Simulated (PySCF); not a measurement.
Point-charge models of `CC[C@@H](C)/P=C/C(C)C` against its computed dipole.

Coordinates (GFN2-xTB, Å) and charges (e) from the PBE0/pcSseg-1 density (PySCF):

| atom | x | y | z | Mulliken | IAO | Hirshfeld | ESP-fitted |
| --- | --- | --- | --- | --- | --- | --- | --- |
| C1 | -3.128 | 1.387 | -0.614 | -0.2591 | -0.4173 | -0.1216 | -0.2747 |
| C2 | -3.012 | -0.119 | -0.430 | -0.2126 | -0.2478 | -0.0721 | -0.0535 |
| C3 | -1.676 | -0.519 | 0.195 | -0.5670 | -0.2590 | -0.0634 | +0.5286 |
| C4 | -1.639 | -2.017 | 0.493 | -0.1903 | -0.4146 | -0.1241 | -0.5968 |
| P5 | -0.250 | -0.074 | -0.960 | +0.3520 | +0.3081 | +0.1024 | -0.3114 |
| C6 | 0.994 | 0.089 | 0.144 | -0.3553 | -0.3718 | -0.0856 | -0.2304 |
| C7 | 2.402 | 0.395 | -0.255 | -0.3359 | -0.0895 | -0.0241 | +0.5507 |
| C8 | 3.296 | -0.814 | 0.037 | -0.2061 | -0.4136 | -0.1175 | -0.6155 |
| C9 | 2.909 | 1.624 | 0.501 | -0.2074 | -0.4146 | -0.1173 | -0.6366 |
| H10 | -3.059 | 1.896 | 0.345 | +0.1082 | +0.1356 | +0.0375 | +0.0593 |
| H11 | -2.322 | 1.749 | -1.253 | +0.1214 | +0.1373 | +0.0278 | +0.0784 |
| H12 | -4.078 | 1.647 | -1.077 | +0.1163 | +0.1417 | +0.0411 | +0.0833 |
| H13 | -3.824 | -0.472 | 0.212 | +0.1177 | +0.1298 | +0.0366 | +0.0131 |
| H14 | -3.119 | -0.614 | -1.399 | +0.1182 | +0.1286 | +0.0323 | +0.0355 |
| H15 | -1.540 | 0.036 | 1.131 | +0.1412 | +0.1277 | +0.0323 | -0.0539 |
| H16 | -0.688 | -2.299 | 0.942 | +0.1177 | +0.1404 | +0.0337 | +0.1496 |
| H17 | -1.767 | -2.590 | -0.425 | +0.1122 | +0.1373 | +0.0355 | +0.1509 |
| H18 | -2.440 | -2.288 | 1.180 | +0.1148 | +0.1373 | +0.0390 | +0.1098 |
| H19 | 0.830 | -0.039 | 1.208 | +0.1257 | +0.1368 | +0.0407 | +0.1155 |
| H20 | 2.434 | 0.600 | -1.331 | +0.1188 | +0.1334 | +0.0347 | -0.0017 |
| H21 | 4.323 | -0.606 | -0.255 | +0.1134 | +0.1387 | +0.0414 | +0.1451 |
| H22 | 2.947 | -1.684 | -0.516 | +0.1193 | +0.1444 | +0.0367 | +0.1490 |
| H23 | 3.279 | -1.051 | 1.100 | +0.1017 | +0.1341 | +0.0374 | +0.1496 |
| H24 | 2.890 | 1.445 | 1.574 | +0.1022 | +0.1338 | +0.0378 | +0.1580 |
| H25 | 3.931 | 1.855 | 0.209 | +0.1131 | +0.1391 | +0.0415 | +0.1561 |
| H26 | 2.284 | 2.488 | 0.285 | +0.1197 | +0.1440 | +0.0376 | +0.1420 |

Q: Form Σ q r in debye for every column and set it beside the full dipole.

A: The full density gives (0.13, -0.08, 1.18) D, 1.19 D in size; dipole vectors point from the negative to the positive end.

| scheme | μx | μy | μz | size (D) | share of the full size (%) | angle to the full dipole (°) |
| --- | --- | --- | --- | --- | --- | --- |
| Mulliken | 0.39 | -0.04 | -0.75 | 0.85 | 72 | 146 |
| IAO | 0.10 | 0.06 | -0.89 | 0.90 | 75 | 167 |
| Hirshfeld | 0.37 | 0.07 | -0.22 | 0.44 | 37 | 115 |
| ESP-fitted | 0.14 | -0.09 | 1.11 | 1.12 | 94 | 1 |

Q: Which set comes closest?

A: Length of the difference vector: ESP-fitted 0.07 D, Hirshfeld 1.43 D, Mulliken 1.95 D, IAO 2.07 D. Closest: ESP-fitted. The schemes that divide the density aren't constrained to reproduce the dipole.

Q: What is left for the Hirshfeld atoms' own dipoles?

A: The shares of the density sum to the whole, so what Σ q r misses lies in dipoles about the nuclei. The atomic dipoles sum to (0.13, -0.08, 1.18) − (0.37, 0.07, -0.22) = (-0.24, -0.15, 1.40) D, 1.43 D in size.

Q: With the origin at the mean of the coordinates, (-0.001, 0.001, 0.040) Å, which are the largest single terms, by size, of the Mulliken dipole along the direction of the full one?

A: P5 -1.71, C1 +1.36, H14 -0.98, H11 -0.97, H12 -0.94 D; all 26 atoms together -0.70 D. The single terms depend on the origin, their sum doesn't.

Q: Give the size of the full dipole in other units.

A: 1.19 D = 0.468 au = 0.247 e·Å = 3.96 × 10⁻³⁰ C·m.

Geometry: GFN2-xTB, one conformer, isolated molecule.

Shape of the structure used: `[CH3:1][CH2:2][C@@H:3]([CH3:4])/[P:5]=[CH:6]/[CH:7]([CH3:8])[CH3:9]`: C1–C2–C3–C4 175°, C2–C3–P5–C6 155°, P5–C6–C7–C8 -112°.
